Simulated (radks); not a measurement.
Values are calculated unless marked as measured or tabulated.
Problem. The selenium anion Se2-, [Kr], held by a Watson sphere: a shell of charge +2 at radius R that stands for the Madelung well of a crystal (potential energy -2/R inside, -2/r outside, in hartree with lengths in bohr). Level of theory: scalar-relativistic Kohn-Sham, LDA (Slater exchange, Perdew-Wang correlation), spin-polarised, spherical densities, finite nucleus; Fermi nuclear charge, rms radius of each element as measured or else 0.836 A^(1/3) + 0.57 fm (a radial shooting solver on a logarithmic mesh with Libxc functionals). Response by self-consistent Sternheimer equations with the Hartree and adiabatic LDA kernel, the relativistic mass of each level held fixed and spin-orbit coupling left out. The sphere does not respond.

R (bohr)  e(3d) (eV)  e(4s) (eV)  e(4p) (eV)  <r> 4p (bohr)  sum of <r^2> (bohr^2)  X-ray form factor at sin(theta)/lambda = 0.3 1/angstrom  alpha (bohr^3)
2.25         -51.775     -18.354      -7.937          2.294                  53.16                                                   23.138           30.84
2.76         -51.013     -17.000      -7.005          2.428                  58.22                                                   23.149           40.78
3.16         -50.564     -16.122      -6.280          2.523                  62.05                                                   23.173           50.90
3.47         -50.239     -15.537      -5.751          2.590                  64.91                                                   23.191           60.28
4.41         -49.326     -14.154      -4.374          2.763                  73.08                                                   23.221           98.36
4.56         -49.192     -13.976      -4.186          2.787                  74.34                                                   23.224           106.0
4.84         -48.954     -13.668      -3.858          2.830                  76.66                                                   23.227           121.8

Estimate the row for R = 2.88 bohr.

Solution. e(3d) (eV) -50.872; e(4s) (eV) -16.721; e(4p) (eV) -6.784; <r> 4p (bohr) 2.457; sum of <r^2> (bohr^2) 59.38; X-ray form factor at sin(theta)/lambda = 0.3 1/angstrom 23.156; alpha (bohr^3) 43.59.
